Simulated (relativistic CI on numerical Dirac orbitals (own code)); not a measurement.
Tm⁴⁶⁺: computed level list

Calculated at this level of theory: Dirac-Coulomb-Breit CI, KLI orbitals optimised for each configuration, a model potential for QED, unscaled Slater integrals (own radial code, finite nucleus).

Configurations in the expansion (outside the closed core [Ne]): 3s2.3p6.3d5, 3s2.3p5.3d6, 3s2.3p4.3d7, 3s.3p6.3d6, 3p6.3d7, 3s.3p5.3d7, 3s2.3p6.3d4.4s, 3s2.3p6.3d4.4p, 3s2.3p4.3d6.4s, 3s2.3p6.3d4.4d, 3s2.3p4.3d6.4p, 3s2.3p5.3d5.4s, 3s2.3p6.3d4.4f, 3s.3p5.3d6.4s, 3s2.3p5.3d5.4p, 3s.3p5.3d6.4p, 3p6.3d6.4s, 3s2.3p6.3d3.4s2, 3p6.3d6.4p, 3s2.3p6.3d3.4s.4p, 3s2.3p6.3d4.5s, 3p6.3d5.4s2. Levels of other configurations are missing.

```
No.  Configuration  Term     J   E (eV)   %  Lifetime (s)           jj configuration (%)
 41    3p5.3d6(3P)   4D°   7/2  339.328  45      9.80e-12           3p3/2^3 3d5/2^2 (92)
 42    3p5.3d6(1D)   2P°   1/2  344.180  38      9.41e-11           3p3/2^3 3d5/2^2 (93)
 43    3p5.3d6(3F)   4D°   7/2  360.156  29      1.97e-12           3p3/2^3 3d5/2^2 (95)
 44    3p5.3d6(1S)   2P°   3/2  360.768  38      9.11e-11           3p3/2^3 3d5/2^2 (82)
 45    3p5.3d6(5D)   6F°   9/2  372.040  52      4.21e-11   3p3/2^3 3d3/2^3 3d5/2^3 (91)
 46    3p5.3d6(5D)   6F°  11/2  373.983  40      4.68e-11   3p3/2^3 3d3/2^3 3d5/2^3 (89)
 47    3s2.3p5.3d6   4P°   5/2  375.761  18      8.31e-13           3p3/2^3 3d5/2^2 (71)
 48    3p5.3d6(3D)   4P°   3/2  377.371  20      7.78e-13           3p3/2^3 3d5/2^2 (82)
 49    3p5.3d6(3G)   4H°  13/2  378.440  73      2.94e-11   3p3/2^3 3d3/2^3 3d5/2^3 (97)
 50    3p5.3d6(5D)   4P°   5/2  380.884  24      4.41e-12   3p3/2^3 3d3/2^3 3d5/2^3 (80)
 51    3p5.3d6(3F)   4F°   7/2  381.020  38      6.08e-12   3p3/2^3 3d3/2^3 3d5/2^3 (95)
 52    3p5.3d6(3F)   2D°   3/2  381.340  29      1.62e-11   3p3/2^3 3d3/2^3 3d5/2^3 (94)
 53    3p5.3d6(3H)   4H°   9/2  385.511  21      5.48e-12   3p3/2^3 3d3/2^3 3d5/2^3 (93)
 54    3p5.3d6(1D)   2F°   7/2  386.534  37      9.21e-12   3p3/2^3 3d3/2^3 3d5/2^3 (97)
 55    3p5.3d6(3H)   4I°  15/2  386.705  74      9.52e-11   3p3/2^3 3d3/2^3 3d5/2^3 (98)
 56    3p5.3d6(3P)   4P°   1/2  387.032  29      3.51e-11   3p3/2^3 3d3/2^3 3d5/2^3 (91)
 57    3p5.3d6(3F)   4D°   3/2  392.570  27      7.00e-12   3p3/2^3 3d3/2^3 3d5/2^3 (90)
 58    3p5.3d6(3H)   2G°   9/2  393.020  30      1.33e-11   3p3/2^3 3d3/2^3 3d5/2^3 (95)
 59    3p5.3d6(3G)   4G°  11/2  394.095  33      4.36e-12   3p3/2^3 3d3/2^3 3d5/2^3 (95)
 60    3p5.3d6(3H)   2I°  13/2  394.492  46      5.30e-12  3p3/2^3 3d3/2^3 3d5/2^3 (100)
 61    3p5.3d6(3D)   4D°   7/2  395.891  33      1.97e-11   3p3/2^3 3d3/2^3 3d5/2^3 (92)
 62    3p5.3d6(3P)   4D°   5/2  398.190  26      4.01e-12   3p3/2^3 3d3/2^3 3d5/2^3 (90)
 63    3p5.3d6(1F)   2G°   9/2  404.643  39      8.82e-12   3p3/2^3 3d3/2^3 3d5/2^3 (96)
 64    3p5.3d6(3P)   4D°   5/2  404.754  28      2.14e-12   3p3/2^3 3d3/2^3 3d5/2^3 (92)
 65    3p5.3d6(1F)   2D°   3/2  406.951  32      5.82e-12   3p3/2^3 3d3/2^3 3d5/2^3 (85)
 66    3p5.3d6(3F)   2G°   7/2  409.684  29      1.01e-11   3p3/2^3 3d3/2^3 3d5/2^3 (86)
 67    3p5.3d6(1G)   2F°   5/2  410.901  28      1.80e-12   3p3/2^3 3d3/2^3 3d5/2^3 (83)
 68    3p5.3d6(1G)   2H°  11/2  410.941  55      5.11e-11   3p3/2^3 3d3/2^3 3d5/2^3 (92)
 69    3p5.3d6(1G)   2G°   7/2  412.471  23      1.62e-12   3p3/2^3 3d3/2^3 3d5/2^3 (92)
 70    3p5.3d6(3P)   2D°   3/2  413.773  34      2.16e-12   3p3/2^3 3d3/2^3 3d5/2^3 (91)
 71    3p5.3d6(3F)   4D°   5/2  415.812  30      2.09e-12   3p3/2^3 3d3/2^3 3d5/2^3 (91)
 72    3p5.3d6(3F)   2F°   5/2  417.850  28      1.89e-12   3p3/2^3 3d3/2^3 3d5/2^3 (84)
 73    3p5.3d6(3D)   4P°   1/2  418.282  44      1.38e-12   3p3/2^3 3d3/2^3 3d5/2^3 (89)
 74    3p5.3d6(3G)   2G°   9/2  419.186  23      1.22e-12   3p3/2^3 3d3/2^3 3d5/2^3 (89)
 75    3p5.3d6(5D)   6P°   3/2  421.170  29      8.36e-13   3p3/2^3 3d3/2^3 3d5/2^3 (77)
 76    3p5.3d6(3G)   4F°   7/2  421.296  26      1.25e-12   3p3/2^3 3d3/2^3 3d5/2^3 (82)
 77    3p5.3d6(3G)   4G°  11/2  424.086  37      8.88e-13   3p3/2^3 3d3/2^3 3d5/2^3 (84)
 78    3p5.3d6(3F)   4D°   1/2  424.827  46      1.50e-12   3p3/2^3 3d3/2^3 3d5/2^3 (91)
 79    3p5.3d6(5D)   6F°   7/2  425.217  24      4.15e-12   3p3/2^3 3d3/2^2 3d5/2^4 (75)
 80    3p5.3d6(1G)   2G°   9/2  427.416  39      3.35e-12   3p3/2^3 3d3/2^3 3d5/2^3 (85)
 81    3p5.3d6(3D)   4P°   3/2  427.887  31      1.42e-12   3p3/2^3 3d3/2^3 3d5/2^3 (84)
 82    3p5.3d6(3F)   2F°   7/2  428.395  33      1.38e-12   3p3/2^3 3d3/2^3 3d5/2^3 (85)
 83    3p5.3d6(3F)   4G°  11/2  430.948  37      6.05e-12   3p3/2^3 3d3/2^2 3d5/2^4 (87)
 84    3p5.3d6(1F)   2G°   9/2  434.412  32      7.34e-13   3p3/2^3 3d3/2^3 3d5/2^3 (83)
 85    3p5.3d6(3F)   4F°   9/2  435.584  36      4.50e-12   3p3/2^3 3d3/2^2 3d5/2^4 (77)
 86    3p5.3d6(1S)   2P°   3/2  436.058  39      2.92e-12   3p3/2^3 3d3/2^2 3d5/2^4 (78)
 87    3s2.3p5.3d6   2D°   5/2  436.492  20      9.20e-13   3p3/2^3 3d3/2^3 3d5/2^3 (66)
 88    3p5.3d6(3F)   4F°   7/2  438.494  31      6.86e-13   3p3/2^3 3d3/2^3 3d5/2^3 (87)
 89    3p5.3d6(3P)   4D°   5/2  438.771  32      7.52e-13   3p3/2^3 3d3/2^3 3d5/2^3 (87)
 90    3p5.3d6(3H)   4I°  13/2  439.046  48      1.63e-11  3p3/2^3 3d3/2^2 3d5/2^4 (100)
 91    3p5.3d6(3D)   4D°   3/2  440.166  27      8.17e-13   3p3/2^3 3d3/2^3 3d5/2^3 (68)
 92    3p5.3d6(3H)   4H°   7/2  440.773  19      4.49e-12   3p3/2^3 3d3/2^2 3d5/2^4 (94)
 93    3p5.3d6(3D)   4D°   1/2  440.859  29      1.62e-12   3p3/2^3 3d3/2^2 3d5/2^4 (65)
 94    3p5.3d6(1G)   2F°   5/2  440.888  28      1.78e-12   3p3/2^3 3d3/2^3 3d5/2^3 (49)
 95    3p5.3d6(3F)   4D°   1/2  442.001  50      1.18e-12   3p3/2^3 3d3/2^2 3d5/2^4 (49)
 96    3p5.3d6(1G)   2F°   5/2  442.626  29      1.06e-12   3p3/2^3 3d3/2^2 3d5/2^4 (49)
 97    3p5.3d6(1I)   2K°  15/2  443.720  74      1.82e-11   3p3/2^3 3d3/2^2 3d5/2^4 (98)
 98    3p5.3d6(3F)   2D°   3/2  445.886  56      9.96e-13   3p3/2^3 3d3/2^3 3d5/2^3 (78)
 99    3p5.3d6(3G)   4H°   9/2  448.279  28      4.62e-12   3p3/2^3 3d3/2^2 3d5/2^4 (95)
100    3p5.3d6(1G)   2G°   9/2  449.016  36      3.02e-12   3p3/2^3 3d3/2^2 3d5/2^4 (93)
101    3p5.3d6(3D)   2D°   5/2  449.279  22      1.34e-12   3p3/2^3 3d3/2^2 3d5/2^4 (68)
102    3p5.3d6(3F)   4D°   3/2  449.812  24      2.91e-12   3p3/2^3 3d3/2^2 3d5/2^4 (84)
103    3p5.3d6(3H)   4G°   7/2  451.178  28      2.69e-12   3p3/2^3 3d3/2^2 3d5/2^4 (91)
104    3p5.3d6(1G)   2H°  11/2  452.574  39      5.24e-12   3p3/2^3 3d3/2^2 3d5/2^4 (93)
105    3p5.3d6(3F)   2F°   5/2  453.046  25      1.74e-12   3p3/2^3 3d3/2^2 3d5/2^4 (84)
106    3p5.3d6(1F)   2F°   7/2  455.149  24      1.64e-12   3p3/2^3 3d3/2^2 3d5/2^4 (88)
107    3p5.3d6(3F)   4G°  11/2  457.270  33      1.44e-12   3p3/2^3 3d3/2^2 3d5/2^4 (90)
108    3p5.3d6(1G)   2G°   9/2  458.485  41      1.89e-12   3p3/2^3 3d3/2^2 3d5/2^4 (89)
109    3p5.3d6(1I)   2I°  13/2  459.241  55      1.47e-12   3p3/2^3 3d3/2^2 3d5/2^4 (96)
110    3p5.3d6(1G)   2F°   5/2  462.386  33      1.37e-12   3p3/2^3 3d3/2^2 3d5/2^4 (91)
```

Energies count from the lowest computed level; ° marks odd parity; lifetimes are radiative, by E1, M1, E2, M2 decay to levels of this space only. Percentages are summed over parent terms; the parents shown are those of the largest component, closed shells are left out there. Filled j subshells are mostly left out of the jj labels.

The mean weight of the leading LS term, summed over parents, in these 70 levels is 35 %, and that of the leading jj configuration (from the same eigenvectors) 86 %, so jj coupling describes them better and the LS labels are nominal.

At this charge energies of transitions that change n are usually good to better than 1 %, and those within a shell (Δn = 0) to a few per cent.

LS names give the leading component of a level, which can be under half, so a name can repeat, a term be missing and a line seem to break the LS rules.
